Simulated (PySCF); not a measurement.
# Telling isomers of C₅H₁₅NSi₃ apart by NMR

PySCF calculation with GFN2-xTB structure and GIAO PBE0/pcSseg-1 shieldings; in vacuum, a single conformation, fast rotation and ring inversion assumed for equivalent nuclei, non-relativistic.

Shifts are taken against calculated references (same method and geometry level): TMS for 1H, 13C. Where no couplings were computed, multiplicities follow the n + 1 count of equivalent neighbours, and m marks all less simple cases (inequivalent or close neighbours, rings, F or P nearby). Shifts are as computed. Against solution values, carbons near 30 ppm lie about +3 ppm off and those near 130 ppm about +5 ppm. Of 1211 compounds with measured shifts, 218 miss one by over three times the rms of a fit or turn the order of signals round; such compounds aren't used in these exercises. OH and NH positions are gas-phase values without hydrogen bonding to other molecules.

(1) Tabulate the signals of `C/C=C\[Si@@H]1CC[SiH2][SiH2]N1`, `C#C[C@@](C)([SiH2]C)N([SiH3])[SiH3]` and their relative energies.

(2) What is the quickest way to tell C/C=C\[Si@@H]1CC[SiH2][SiH2]N1 from C#C[C@@](C)([SiH2]C)N([SiH3])[SiH3]?

Results:

(1) 
```json
{"SMILES": "C/C=C\\[Si@@H]1CC[SiH2][SiH2]N1", "carbon types": "2×CH 2×CH2 1×CH3", "δC": "154.0, 133.7, 24.1, 13.4, 5.9", "δH": "6.76 (m, 1H), 5.79 (m, 1H), 5.36 (m, 1H), 5.32 (m, 1H), 5.12 (m, 1H), 3.97 (m, 1H), 3.80 (m, 1H), 1.97 (d, 3H), 1.73 (m, 1H), 1.28 (m, 1H), 1.04 (m, 1H), 0.89 (m, 1H), -0.53 (br s, 1H)", "E rel. (kcal/mol)": "0.0"}
{"SMILES": "C#C[C@@](C)([SiH2]C)N([SiH3])[SiH3]", "carbon types": "2×C 1×CH 2×CH3", "δC": "92.3, 85.8, 42.5, 30.4, -7.5", "δH": "4.84 (s, 6H), 4.50 (m, 1H), 4.26 (m, 1H), 2.31 (s, 1H), 1.84 (s, 3H), 0.27 (m, 3H)", "E rel. (kcal/mol)": "64.2"}
```

Energies are electronic energies at PBE0/pcSseg-1 on these geometries, without zero-point or thermal terms, each for the one conformer computed, which needn't be the lowest.

(2) Both give the same number of carbon signals, but DEPT or the intensities differ. The first has an alkene CH at 154.0 ppm, the second an alkyne carbon (C) at 92.3 ppm. In the proton spectra the most deshielded non-exchanging signals are 6.76 (m, 1H) and 4.84 (s, 6H).
